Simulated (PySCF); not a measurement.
# Computed records: CH₅BGeO, CH₄GeOSi, AlClGeH₃, AlClGeHN and others

All values are calculated (PySCF 2.14.0). Calculation on a computer-drawn molecule: the log of a Hartree-Fock and frozen-core CCSD(T) single point meant for a local Hartree-Fock minimum, with one planted fault or none, to be diagnosed. Offsets are logged minus clean, where the clean run is the same molecule without the fault. The reference is restricted for singlets and unrestricted otherwise, and also for a bond in bohr or an excited solution. Adding or removing an electron swaps singlet and doublet. The excited solution moves the top pair (singlet) or top alpha electron (doublet) to the lowest empty orbital. Highest occupied and lowest empty are orbital energies over both spins, largest force is the largest gradient component, triples share is (T) over the correlation energy, the T1 limit is 0.02 restricted and 0.045 unrestricted, electrons count all cores, a negative frequency is imaginary (commonest isotopes), and the dipole is about the centre of nuclear charge; on germanium a core potential holds 10 electrons, which the energies leave out, and 3d is frozen in MP2 and coupled-cluster steps.

Common to all runs: meant basis and core potential on germanium cc-pVDZ-PP ECP10MDF; logged SCF converged yes; logged CC converged yes; logged SCF stable within its kind yes; possible faults no fault, one electron removed, one electron added, multiplicity raised by two, geometry at a saddle point, SCF held on an excited solution, minimal basis STO-3G, one bond length entered in bohr, all coordinates scaled.

(1) CH₅BGeO

Logged structure:
```xyz
9
CH5BGeO
C     -0.2027     1.0263    -1.2978
Ge     0.4254     0.6389     0.7907
B     -1.7260     0.1429     1.5973
O     -2.3560    -1.1802     1.8540
H     -0.5625    -0.0089    -1.8001
H     -1.1360     1.7840    -1.3446
H      0.6968     1.4735    -1.9520
H     -2.4892     1.1840     1.9225
H     -1.7682    -2.0040     1.6243
```

```
meant charge                         : 0
meant multiplicity                   : 1
meant basis                          : cc-pVDZ
logged electrons                     : 56
logged basis functions               : 90
logged spin squared                  : 0
logged highest occupied              : -8.2346 eV
logged lowest empty                  : 0.289 eV
logged largest force                 : 0.073113 hartree/bohr
logged T1 diagnostic                 : 0.018039
logged D1 diagnostic                 : 0.064831
logged triples share                 : 0.030803
logged dipole magnitude              : 1.6681 debye
logged energy HF                     : -433.64852 hartree
logged energy CCSD(T)                : -434.22099 hartree
planted fault                        : all coordinates scaled, by +9.9 %
HF energy offset from clean run      : 37.92 kcal/mol
CCSD(T) energy offset from clean run : 26.44 kcal/mol
```

Drawn bonds:
| atom | other atom | order |
| --- | --- | --- |
| 1 | 2 | 1 |
| 2 | 3 | 1 |
| 3 | 4 | 1 |
| 1 | 5 | 1 |
| 1 | 6 | 1 |
| 1 | 7 | 1 |
| 3 | 8 | 1 |
| 4 | 9 | 1 |

(2) CH₄GeOSi

Logged structure:
```xyz
8
CH4GeOSi
C     -2.1587    -1.7477    -0.3698
Ge    -1.3703    -1.5213    -2.2034
Si     0.4955    -0.0625    -1.4651
O      0.2720     1.4218    -1.3317
H     -2.3861    -0.7691     0.0651
H     -1.4576    -2.2519     0.3037
H     -3.8925    -2.8576    -0.4736
H      1.8350    -0.6732    -1.2156
```

```
meant charge                         : 0
meant multiplicity                   : 1
meant basis                          : cc-pV(D+d)Z
logged electrons                     : 64
logged basis functions               : 94
logged spin squared                  : 0.9822
logged highest occupied              : -8.9191 eV
logged lowest empty                  : -0.12098 eV
logged largest force                 : 0.019834 hartree/bohr
logged T1 diagnostic                 : 0.073532
logged D1 diagnostic                 : 0.25933
logged triples share                 : 0.040996
logged dipole magnitude              : 4.0953 debye
logged energy HF                     : -697.21216 hartree
logged energy CCSD(T)                : -697.76679 hartree
planted fault                        : one bond length entered in bohr, row 6 of the drawn bonds
HF energy offset from clean run      : 78.86 kcal/mol
CCSD(T) energy offset from clean run : 81.33 kcal/mol
```

Drawn bonds:
| atom | other atom | order |
| --- | --- | --- |
| 1 | 2 | 1 |
| 2 | 3 | 1 |
| 3 | 4 | 2 |
| 1 | 5 | 1 |
| 1 | 6 | 1 |
| 1 | 7 | 1 |
| 3 | 8 | 1 |

Notes: T1 above single-reference limit.

(3) CH₄GeOSi

Logged structure:
```xyz
8
CH4GeOSi
C     -2.1349    -1.7285    -0.3658
Ge    -1.3552    -1.5046    -2.1792
Si     0.4900    -0.0618    -1.4490
O      0.2690     1.4062    -1.3171
H     -2.3598    -0.7607     0.0644
H     -1.4415    -2.2271     0.3004
H     -3.0424    -2.3094    -0.4201
H      1.8148    -0.6658    -1.2022
```

```
meant charge                         : 0
meant multiplicity                   : 1
meant basis                          : cc-pV(D+d)Z
logged electrons                     : 64
logged basis functions               : 94
logged spin squared                  : 0
logged highest occupied              : -8.6784 eV
logged lowest empty                  : -0.12342 eV
logged largest force                 : 0.021077 hartree/bohr
logged T1 diagnostic                 : 0.021219
logged D1 diagnostic                 : 0.069202
logged triples share                 : 0.032371
logged dipole magnitude              : 4.6188 debye
logged energy HF                     : -697.33686 hartree
logged energy CCSD(T)                : -697.89283 hartree
planted fault                        : all coordinates scaled, by -1.1 %
HF energy offset from clean run      : 0.6126 kcal/mol
CCSD(T) energy offset from clean run : 2.243 kcal/mol
```

Drawn bonds:
| atom | other atom | order |
| --- | --- | --- |
| 1 | 2 | 1 |
| 2 | 3 | 1 |
| 3 | 4 | 2 |
| 1 | 5 | 1 |
| 1 | 6 | 1 |
| 1 | 7 | 1 |
| 3 | 8 | 1 |

Notes: T1 above single-reference limit.

(4) AlClGeH₃

Logged structure:
```xyz
6
AlClGeH3
Cl    -0.3838     1.9891    -0.3078
Al     1.2114     0.8606    -0.9719
Ge     1.6084    -0.9378     0.8474
H      2.1307     0.8677    -2.2155
H      0.9346    -2.3050     0.8980
H      2.4866    -0.7628     2.0819
```

```
meant charge                         : 1
meant multiplicity                   : 1
meant basis                          : cc-pV(D+d)Z
logged electrons                     : 64
logged basis functions               : 84
logged spin squared                  : 0
logged highest occupied              : -16.116 eV
logged lowest empty                  : -5.7909 eV
logged largest force                 : 4.215e-05 hartree/bohr
logged lowest frequency              : 81.403 cm⁻¹
logged T1 diagnostic                 : 0.012703
logged D1 diagnostic                 : 0.029701
logged triples share                 : 0.022925
logged dipole magnitude              : 4.0904 debye
logged energy HF                     : -996.34166 hartree
logged energy CCSD(T)                : -996.6598 hartree
planted fault                        : no fault
HF energy offset from clean run      : 0 kcal/mol
CCSD(T) energy offset from clean run : 0 kcal/mol
```

Drawn bonds:
| atom | other atom | order |
| --- | --- | --- |
| 1 | 2 | 1 |
| 2 | 3 | 1 |
| 2 | 4 | 1 |
| 3 | 5 | 1 |
| 3 | 6 | 1 |

(5) AlClGeHN

Logged structure:
```xyz
5
AlClGeHN
Cl     1.4413     2.2228    -1.2679
Al     1.5539     1.4572     0.6468
N      1.6498     0.8333     2.1414
Ge     1.8146    -0.0341     3.7131
H      1.3876     1.1647     4.6995
```

```
meant charge                         : 0
meant multiplicity                   : 1
meant basis                          : cc-pV(D+d)Z
logged electrons                     : 70
logged basis functions               : 88
logged spin squared                  : 0
logged highest occupied              : -7.535 eV
logged lowest empty                  : 0.73685 eV
logged largest force                 : 1.831e-05 hartree/bohr
logged lowest frequency              : 54.782 cm⁻¹
logged T1 diagnostic                 : 0.021577
logged D1 diagnostic                 : 0.063096
logged triples share                 : 0.036334
logged dipole magnitude              : 3.9925 debye
logged energy HF                     : -1049.84962 hartree
logged energy CCSD(T)                : -1050.33414 hartree
planted fault                        : no fault
HF energy offset from clean run      : 0 kcal/mol
CCSD(T) energy offset from clean run : 0 kcal/mol
```

Drawn bonds:
| atom | other atom | order |
| --- | --- | --- |
| 1 | 2 | 1 |
| 2 | 3 | 2 |
| 3 | 4 | 1 |
| 4 | 5 | 1 |

Notes: T1 above single-reference limit.

(6) AlBClGeH₄

Logged structure:
```xyz
8
AlBClGeH4
Cl    -1.8057    -3.6053    -1.3996
Al     0.0892    -3.5529    -0.0505
B      0.5882    -1.7279     1.3084
Ge     1.8975     0.0297     0.6785
H      0.2447    -1.7781     2.5718
H      3.2952     0.0763     1.5996
H      2.3514    -0.0223    -0.9322
H      1.0589     1.4570     0.9290
```

```
meant charge                         : 0
meant multiplicity                   : 2
meant basis                          : cc-pV(D+d)Z
logged electrons                     : 71
logged basis functions               : 103
logged spin squared                  : 0.8001
logged highest occupied              : -8.5317 eV
logged lowest empty                  : 0.13315 eV
logged largest force                 : 0.040089 hartree/bohr
logged T1 diagnostic                 : 0.021242
logged D1 diagnostic                 : 0.088519
logged triples share                 : 0.0294
logged dipole magnitude              : 2.8013 debye
logged energy HF                     : -1021.78167 hartree
logged energy CCSD(T)                : -1022.21182 hartree
planted fault                        : all coordinates scaled, by +9.0 %
HF energy offset from clean run      : 25.25 kcal/mol
CCSD(T) energy offset from clean run : 22.44 kcal/mol
```

Drawn bonds:
| atom | other atom | order |
| --- | --- | --- |
| 1 | 2 | 1 |
| 2 | 3 | 1 |
| 3 | 4 | 1 |
| 3 | 5 | 1 |
| 4 | 6 | 1 |
| 4 | 7 | 1 |
| 4 | 8 | 1 |

(7) ClGeH₂

Logged structure:
```xyz
4
ClGeH2
Cl    -0.5377     3.0401    -2.9161
Ge     0.1282     2.1249    -1.2034
H      1.5297     1.5735    -1.2280
H     -0.8322     2.0701    -0.0443
```

```
meant charge                         : 1
meant multiplicity                   : 1
meant basis                          : cc-pV(D+d)Z
logged electrons                     : 50
logged basis functions               : 56
logged spin squared                  : 2.0215
logged highest occupied              : -13.648 eV
logged lowest empty                  : -9.5514 eV
logged largest force                 : 0.093248 hartree/bohr
logged T1 diagnostic                 : 0.044657
logged D1 diagnostic                 : 0.21014
logged triples share                 : 0.026354
logged dipole magnitude              : 1.5243 debye
logged energy HF                     : -753.61883 hartree
logged energy CCSD(T)                : -753.85749 hartree
planted fault                        : multiplicity raised by two
HF energy offset from clean run      : 96.49 kcal/mol
CCSD(T) energy offset from clean run : 104.1 kcal/mol
```

Drawn bonds:
| atom | other atom | order |
| --- | --- | --- |
| 1 | 2 | 1 |
| 2 | 3 | 1 |
| 2 | 4 | 1 |

(8) ClGe₂H₄N

Logged structure:
```xyz
8
ClGe2H4N
Cl     0.0446     0.8625    -1.2210
Ge     0.5322     2.7548    -0.2422
N      1.9806     2.5304     0.8473
Ge     2.1212     2.1312     2.6394
H     -0.6810     3.1348     0.5841
H      0.8548     3.7161    -1.3786
H      2.8590     2.5309     0.3547
H      0.5569     2.1972     2.9100
```

```
meant charge                         : 0
meant multiplicity                   : 1
meant basis                          : cc-pV(D+d)Z
logged electrons                     : 93
logged basis functions               : 103
logged spin squared                  : 0.7642
logged highest occupied              : -0.48597 eV
logged lowest empty                  : 7.6289 eV
logged largest force                 : 0.06423 hartree/bohr
logged T1 diagnostic                 : 0.016393
logged D1 diagnostic                 : 0.072882
logged triples share                 : 0.02746
logged dipole magnitude              : 6.7941 debye
logged energy HF                     : -1103.07927 hartree
logged energy CCSD(T)                : -1103.63196 hartree
planted fault                        : one electron added
HF energy offset from clean run      : 6.187 kcal/mol
CCSD(T) energy offset from clean run : 2.634 kcal/mol
```

Drawn bonds:
| atom | other atom | order |
| --- | --- | --- |
| 1 | 2 | 1 |
| 2 | 3 | 1 |
| 3 | 4 | 1 |
| 2 | 5 | 1 |
| 2 | 6 | 1 |
| 3 | 7 | 1 |
| 4 | 8 | 1 |
